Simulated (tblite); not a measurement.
Species: C3H11NOP2Si.
Z-matrix (Å and degrees, GFN2-xTB geometry), rows numbered from 1:
```
C 
N   1  1.4377
C   2  1.4479  1  115.55
C   2  1.3363  1  124.08  3   178.54
O   4  1.2281  2  122.62  1  -179.11
Si  4  1.9302  2  124.76  1    -1.45
P   6  2.2580  4  114.83  2    55.91
P   6  2.2335  4   90.73  2   176.58
H   1  1.0879  2  110.59  3   171.35
H   1  1.0942  2  110.50  3   -67.83
H   1  1.0926  2  109.61  3    51.54
H   3  1.0921  2  110.25  1   -61.17
H   3  1.0922  2  110.28  1    59.36
H   3  1.0884  2  108.08  1   179.10
H   6  1.4802  4  108.87  2   -59.58
H   7  1.3822  6   95.45  4    68.64
H   7  1.3801  6   93.87  4   161.40
H   8  1.3954  6   96.45  4   169.08
H   8  1.3818  6   95.31  4    75.99
```

Computed values, GFN2-xTB/tblite, gas phase, harmonic and unscaled. Against measured fundamentals such values can be off by several per cent, at times by over 20. Modes of hydrogen on phosphorus and silicon can be 10 to 20 % off. One conformer, not necessarily the lowest.

Harmonic wavenumbers (cm⁻¹): 47.9, 58.1, 68.6, 103.0, 107.5, 110.1, 135.7, 154.6, 209.2, 242.3, 259.8, 338.6, 382.8, 423.5, 453.7, 491.4, 527.2, 554.7, 621.2, 671.2, 680.2, 688.7, 709.3, 732.3, 936.6, 1040.4, 1087.0, 1115.1, 1122.7, 1138.4, 1139.2, 1254.5, 1388.5, 1402.4, 1424.3, 1452.9, 1463.5, 1473.0, 1493.2, 1643.6, 2093.2, 2246.5, 2320.5, 2377.9, 2403.5, 2946.3, 2965.4, 2977.4, 2982.4, 3033.8, 3038.1.

A = 1370, B = 896.1, C = 585.3 MHz; mass 167.009 u (most abundant isotopes); point group C1, symmetry number 1.

Task: Zero-point energy?

Result: Half the sum of the wavenumbers: 29366 cm⁻¹ = 83.96 kcal/mol.

Task: Give the ideal-gas entropy at 273.15 K and 1 bar in the rigid-rotor, harmonic-oscillator model (classical rotation).

Result: Translation 40.84, rotation 30.22, vibration 39.63: S = 110.7 cal/(mol K).

Task: And Cp and H(273.15 K) − H(0)?

Result: Cp = 44.12 cal/(mol K), of which vibrations give 36.17 (their classical limit is 51 R = 101.3); H(273.15 K) − H(0) = 7.69 kcal/mol without the zero-point energy, 5.52 from vibrations.

Task: What must be added to the electronic energy to get the Gibbs energy at 273.15 K and 1 bar?

Result: ZPE + [H(273.15 K) − H(0)] − T·S = 83.96 + 7.69 − 30.23 = 61.42 kcal/mol.

Task: How do the functions run with temperature in this model?

Result: 
| T (K) | S (cal/(mol K)) | Cp (cal/(mol K)) | H − H(0) (kcal/mol) | G − H(0) (kcal/mol) | ln q(vib) |
| --- | --- | --- | --- | --- | --- |
| 150 | 88.4 | 31.0 | 3.04 | -10.23 | 4.95 |
| 250 | 106.9 | 41.8 | 6.70 | -20.02 | 8.90 |
| 298.15 | 114.7 | 46.5 | 8.82 | -25.36 | 10.69 |
| 400 | 129.6 | 55.3 | 14.02 | -37.81 | 14.29 |
| 600 | 154.7 | 68.8 | 26.51 | -66.32 | 20.72 |
| 900 | 185.4 | 82.3 | 49.34 | -117.51 | 29.18 |

q(vib) and H(0) count from the zero-point level.

Task: Which modes carry the vibrational entropy at 273.15 K?

Result: 47.9 cm⁻¹: 4.73; 58.1 cm⁻¹: 4.35; 68.6 cm⁻¹: 4.02; 103.0 cm⁻¹: 3.23; 107.5 cm⁻¹: 3.14; 110.1 cm⁻¹: 3.10 cal/(mol K); the other 45 give 17.06 together.

Hindered rotation and anharmonicity are outside this model. Other conformers, if any are populated, would add a mixing term that is left out. The structure is chiral; the term R ln 2 for an equal mix with its mirror image is left out.

Time: 0.82 s wall. Hardware: an Arm Neoverse V2 with one thread, shared host. The figure is for the frequency step alone.
